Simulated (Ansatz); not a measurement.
Geometry optimisation, RKS B3LYP-D4/def2-SVPD in Ansatz 0.2.0.

input.yaml

```yaml
crystal:
  periodic: [false, false, false]
  atoms:
    - { symbol: "N", position_ang: [-0.9309, 1.3586, 0.2064] }
    - { symbol: Sb, position_ang: [0.9847, 0.9598, -0.3662] }
    - { symbol: Si, position_ang: [0.6814, -1.4027, 0.3224] }
    - { symbol: S, position_ang: [0.321, -0.9666, -1.7212] }
    - { symbol: H, position_ang: [-0.9679, 2.3655, 0.5657] }
    - { symbol: H, position_ang: [-1.5434, 1.4542, -0.6851] }
    - { symbol: H, position_ang: [1.9898, -2.1656, 0.4808] }
    - { symbol: H, position_ang: [-0.4426, -1.6604, 1.1413] }
basis:
  gaussian: { orbitals: def2-SVPD }
hamiltonian:
  xc: b3lyp
  dispersion: d4
relax:
  f_tol: 0.015
  max_steps: 40
```

Command:

```bash
$ ansatz run input.yaml --threads 2 --pin off --max-ram 3072MiB --backend cpu --events-out ev --progress --plain --runs-dir out
```

Problem. Where does it end, and by what steps?

Solution. The forces met the threshold. After 12 steps the energy has fallen by 0.560 eV; H6 moved furthest, 1.28 Å.

```csv
step,energy less start (eV),largest force component (eV/Å),accepted
0,0.0000,2.629,yes
1,-0.3397,0.770,yes
2,-0.3812,0.554,yes
3,-0.4009,0.362,yes
4,-0.4464,0.216,yes
5,-0.4806,0.198,yes
6,-0.5147,0.200,yes
7,-0.5374,0.244,yes
8,-0.5516,0.144,yes
9,-0.4985,0.514,no
10,-0.5580,0.050,yes
11,-0.5570,0.075,no
12,-0.5598,0.007,yes
```

```xyz
8
Properties=species:S:1:pos:R:3
N -0.794 1.745 0.289
Sb 1.087 1.080 -0.244
Si 0.685 -1.406 0.177
S 0.601 -0.861 -1.883
H -1.206 2.422 -0.348
H -1.488 1.044 0.530
H 1.806 -2.284 0.602
H -0.598 -1.797 0.821
```

The run took 70 s on 2 threads of Arm Neoverse V2, on a shared host, peak memory 0.4 GiB.
